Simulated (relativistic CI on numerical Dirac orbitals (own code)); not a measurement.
Line list: Forbidden lines, Ti VI

These numbers are calculated, not measured: Dirac-Coulomb-Breit CI, separate exchange-only KLI orbitals for each configuration, QED by a radiative potential, valence Slater integrals scaled by 0.85, P86 correlation energy added to each configuration (own radial code, finite nucleus).

Configuration list (outside the closed core [Ne]): 3s²3p⁵, 3s3p⁶, 3s²3p⁴3d, 3s3p⁵3d, 3s²3p⁴4s, 3s²3p⁴4p, 3p⁶3d, 3s3p⁴3d², 3s²3p⁴4d, 3s²3p⁴4f, 3s²3p⁴5s, 3s²3p⁴5p, 3s3p⁵4s, 3s²3p⁴5d, 3s²3p⁴5f, 3s²3p⁴6s, 3s²3p⁴5g, 3s3p⁵4p, 3s²3p⁴6p, 3s²3p⁴6d, 3s3p⁵4d, 3s²3p³3d4p, 3s3p⁵4f, 3s3p⁵5s, 3s3p⁵5p, 3s3p⁵5d, 3s3p⁵5f, 3s3p⁵6s, 3s3p⁵5g, 3s3p⁵6p, 3p⁶4s, 3s3p⁵6d, 3s3p⁴3d4s, 3s²3p³3d², 3s²3p²3d³, 3s3p³3d³, 3s²3p²3d²4s, 3s²3p²3d²4p, 3s²3p²3d²4d, 3p⁵3d², 3p⁴3d³, 3p⁴3d²4s, 3p⁴3d²4p, 3p⁴3d²4d, 3s²3p³3d4s, 3s3p³3d²4s, 3s²3p²3d4s², 3s²3p²3d4s4p, 3s²3p²3d4s4d. Double excitations out of closed p, d and f shells are left out; levels of such configurations are missing from the list, as are those of other unlisted configurations, and high levels can miss mixing partners. These lack a partner that the ground configuration has and come out too high: 3s²3p⁴4f, 3s²3p⁴5s, 3s²3p⁴5p, 3s²3p⁴5d, 3s²3p⁴5f.

| λ vac (Å) | Lower | Upper | Type | A (s⁻¹) | gf | Branching (%) |
| --- | --- | --- | --- | --- | --- | --- |
| 1567.7 | 3s²3p⁴3d ⁴D7/2 [4] | 3s²3p⁴3d ²F7/2 [24] | M1 | 6.18e+00 | 1.82e-08 | 33.3 |
| 1575.2 | 3s²3p⁴3d ⁴D5/2 [5] | 3s²3p⁴3d ²F7/2 [24] | M1 | 1.75e+00 | 5.22e-09 | 9.4 |
| 2320.2 | 3s²3p⁴3d ⁴F9/2 [8] | 3s²3p⁴3d ²F7/2 [24] | M1 | 5.56e+00 | 3.59e-08 | 30.0 |
| 2417.7 | 3s²3p⁴3d ⁴D7/2 [4] | 3s²3p⁴3d ²G7/2 [21] | M1 | 1.37e+00 | 9.61e-09 | 28.6 |
| 2435.5 | 3s²3p⁴3d ⁴D5/2 [5] | 3s²3p⁴3d ²G7/2 [21] | M1 | 5.90e-01 | 4.20e-09 | 12.3 |
| 2519.6 | 3s²3p⁴3d ⁴F5/2 [11] | 3s²3p⁴3d ²F7/2 [24] | M1 | 1.20e+00 | 9.11e-09 | 6.4 |
| 2708.2 | 3s²3p⁴3d ⁴D7/2 [4] | 3s²3p⁴3d ²F7/2 [19] | M1 | 2.65e+00 | 2.33e-08 | 53.1 |
| 2730.5 | 3s²3p⁴3d ⁴D5/2 [5] | 3s²3p⁴3d ²F7/2 [19] | M1 | 6.51e-01 | 5.82e-09 | 13.0 |
| 3502.4 | 3s²3p⁴3d ²D5/2 [18] | 3s²3p⁴3d ²F7/2 [24] | M1 | 9.36e-01 | 1.38e-08 | 5.0 |
| 4406.1 | 3s²3p⁴3d ⁴D7/2 [4] | 3s²3p⁴3d ⁴F7/2 [9] | M1 | 9.18e-01 | 2.14e-08 | 72.3 |
| 4833.7 | 3s²3p⁴3d ⁴D7/2 [4] | 3s²3p⁴3d ⁴F9/2 [8] | M1 | 1.28e+00 | 4.47e-08 | 99.9 |
| 4836.9 | 3s²3p⁴3d ⁴F9/2 [8] | 3s²3p⁴3d ²G7/2 [21] | M1 | 3.19e-01 | 8.96e-09 | 6.7 |
| 4959.8 | 3s²3p⁴3d ⁴F9/2 [8] | 3s²3p⁴3d ²G9/2 [20] | M1 | 4.99e+00 | 1.84e-07 | 78.3 |
| 5357.2 | 3s²3p⁴3d ⁴F7/2 [9] | 3s²3p⁴3d ²G7/2 [21] | M1 | 1.43e+00 | 4.92e-08 | 29.8 |
| 5508.5 | 3s²3p⁴3d ⁴F7/2 [9] | 3s²3p⁴3d ²G9/2 [20] | M1 | 9.62e-01 | 4.38e-08 | 15.1 |
| 5792.6 | 3s²3p⁴3d ⁴F5/2 [11] | 3s²3p⁴3d ²G7/2 [21] | M1 | 5.65e-01 | 2.27e-08 | 11.8 |
| 6158.6 | 3s²3p⁴3d ⁴F9/2 [8] | 3s²3p⁴3d ²F7/2 [19] | M1 | 3.54e-01 | 1.61e-08 | 7.1 |
| 7027.7 | 3s²3p⁴3d ⁴F7/2 [9] | 3s²3p⁴3d ²F7/2 [19] | M1 | 6.07e-01 | 3.60e-08 | 12.2 |
| 7796.4 | 3s²3p⁴3d ⁴F5/2 [11] | 3s²3p⁴3d ²F7/2 [19] | M1 | 7.15e-01 | 5.21e-08 | 14.3 |
| 17232.6 | 3s²3p⁵ ²P°3/2 [1] | 3s²3p⁵ ²P°1/2 [2] | M1 | 3.51e+00 | 3.13e-07 | 100.0 |

Terms are leading LS components. Brackets give the number of a level in order of energy, since labels repeat. The list gives strong lines, with weight on those to low levels, among the lowest 400 of 7313 levels, so that lines to higher ones, which can be the strongest, are missing. Levels whose partners in the same complex of configurations lie outside the list can be far off, and so can their lines. Rates are taken at the computed energies, electric ones in the length gauge.

At this charge configurations can still be misplaced by up to about 7 % of their energy. 30 of the 42 excited levels that our extract of the measured tables holds in this range could be paired (the sources list more); they are missed by 6777 cm⁻¹ on average and 24060 at most, and levels without a partner can miss by more.
